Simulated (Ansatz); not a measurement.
Gas-phase electronic energies from Ansatz, PBE0-D4/def2-TZVP geometries. CCSD(T)/CBS is the MP2 limit (def2-TZVPP, def2-QZVPP) plus CCSD(T) − MP2 in def2-TZVPP, frozen cores. DFT in def2-TZVPP. B3LYP here is the variant with VWN-RPA as its local correlation; programs differ in this. For Ge outer-core shells are correlated without core-valence functions, which leaves a few kJ/mol of doubt a bond. Scalar relativity is left out up to krypton. Each species was taken in one conformer, which may not be the lowest.

Reaction (cleavage of the Si–Ge bond): `[F][GeH2][SiH2][SiH3]` + `BNC=C` → `BN(C=C)[SiH2][SiH3]` + `[F][GeH3]`

`[F][GeH2][SiH2][SiH3]`:

```xyz
11

F    -1.501   -2.024   -0.126
Ge   -0.262   -1.622    1.048
Si    0.164    0.706    0.754
Si    0.222    1.175   -1.536
H    -0.848   -2.032    2.411
H     0.938   -2.519    0.691
H     1.471    1.014    1.399
H    -0.900    1.489    1.439
H     0.621    2.590   -1.763
H     1.214    0.283   -2.191
H    -1.119    0.940   -2.127
```

`BNC=C`:

Z-matrix (Å, degrees):
```
B
N 1 1.395
H 1 1.196 2 118.6
H 1 1.194 2 118.6 3 180.0
C 2 1.390 1 126.4 3 0.0
H 2 1.010 1 119.6 3 -180.0
C 5 1.328 2 125.2 1 -180.0
H 5 1.085 2 113.4 1 0.0
H 7 1.081 5 120.4 2 -180.0
H 7 1.085 5 122.0 2 0.0
```

`BN(C=C)[SiH2][SiH3]`:

Cartesian coordinates in Å:
```
B -2.367 0.142 0.361
N -1.081 -0.060 -0.176
C -0.687 0.630 -1.331
C 0.468 0.486 -1.973
Si 0.088 -1.119 0.633
Si 1.951 0.102 1.376
H -2.690 -0.445 1.350
H -3.107 0.906 -0.189
H -1.432 1.334 -1.689
H 0.672 1.081 -2.853
H 1.234 -0.218 -1.668
H 0.515 -2.198 -0.300
H -0.628 -1.727 1.779
H 2.546 -0.606 2.543
H 2.997 0.232 0.328
H 1.521 1.459 1.808
```

`[F][GeH3]`:

```xyz
5

F     1.037   -1.234   -0.357
Ge   -0.057    0.068    0.020
H    -0.262    0.031    1.539
H     0.632    1.356   -0.448
H    -1.350   -0.220   -0.754
```

Q: Is it downhill or uphill in electronic energy at CCSD(T)/CBS, and by how much? (Estimate.)

A: Computed: Downhill: ΔE = -8.0 kJ/mol.

Q: What do these levels give: PBE-D4, PBE0-D4, B3LYP-D4, ωB97M-V, HF/def2-QZVPP, MP2/def2-QZVPP? (An estimate is asked.)

A: Ansatz gave: PBE-D4 11.0, PBE0-D4 5.7, B3LYP-D4 -2.9, ωB97M-V -7.4, HF/def2-QZVPP -8.5, MP2/def2-QZVPP -16.5 kJ/mol.

Largest T1 diagnostic among the species: 0.014.

From PBE to PBE0 (25 % exact exchange), in def2-TZVPP and without D4, ΔE moves by −6.2 kJ/mol. The D4 term adds −11.9 kJ/mol with B3LYP and −6.7 kJ/mol with PBE0; it sums over pairs of atoms, weighted by their polarisabilities, and B3LYP, whose exchange is more repulsive, gets the larger term. In def2-TZVPP, CCSD(T) changes the Hartree–Fock value by −3.3 kJ/mol (the triples alone add −1.4 kJ/mol) and MP2 by −10.4 kJ/mol.
